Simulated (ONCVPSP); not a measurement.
# Transferability test, ONCV potential for Mn (Z = 25)

```
Element                 : manganese
Generator               : ONCVPSP 4.0.1
Type                    : optimised norm-conserving Vanderbilt (ONCV)
Functional              : PBE
Relativity              : scalar-relativistic
Frozen core             : [Ne]
Valence charge          : 15
Reference configuration : 3s2 3p6 3d6 4s1
Partial waves           : 3s+4s: rc 1.70 bohr, ncon 4, nbas 8, qcut 6.7 1/bohr, 2 projectors; 3p: rc 1.40 bohr, ncon 4, nbas 8, qcut 9.5 1/bohr, 1 projector; 3d: rc 1.30 bohr, ncon 4, nbas 9, qcut 12 1/bohr, 2 projectors, debl 1.3 Ha
Local potential         : polynomial inside 1.20 bohr (lpopt 5, dvloc0 -1 Ha)
Core correction         : Teter function, fcfact 4, rcfact 1.3
```

Energies are relative to the spin-unpolarised reference configuration 3s2 3p6 3d6 4s1; without spin polarisation the order of configurations can differ from experiment.

```csv
valence configuration,charge,ΔE all-electron (eV),error AE − PS (meV)
3s2 3p6 3d5 4s2,0,0.358,+6.9
3s2 3p6 3d5.5 4s1.5,0,-0.124,+1.8
```

Question: What are ΔE and the potential's error for 3s2 3p6 3d5 4s0?

Answer: ΔE = 24.373 eV all-electron; the error (AE − PS) is +0.1 meV.

Question: What are ΔE and the potential's error for 3s2 3p6 3d5 4s1?

Answer: ΔE = 8.775 eV all-electron; the error (AE − PS) is +3.8 meV.
